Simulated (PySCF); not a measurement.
# Name the molecule from its bond curve

A diatomic of charge 0 contains Ru. Its triplet curve at PBE in a triple-zeta basis (scalar-relativistic core potentials, PySCF), in eV from the separated fragments:

R (Å), E (eV) and a bar:
```
    1.382     -4.942 ##############################
    1.446     -6.090 ##############
    1.511     -6.765 #####
    1.559     -7.037 ##
    1.607     -7.153 
    1.655     -7.147 
    1.720     -6.995 ##
    1.800     -6.646 #######
    1.896     -6.089 ##############
    2.025     -5.264 ##########################
```

The fit gives ωe = 1091 cm⁻¹ and the rotational constant Bₑ = 0.5925 cm⁻¹.

Q: Which atom is the partner?

A: The minimum lies at 1.628 Å, so the reduced mass is 16.8576 u Å² cm⁻¹/(Bₑ·Re²) = 10.73 u. With Ru at 101.90 u the partner weighs about 12.0 u: C. The molecule is RuC.

Spin–orbit coupling is left out. With d or f electrons several states lie close, and the lowest PBE0 determinant need not be the measured ground state.
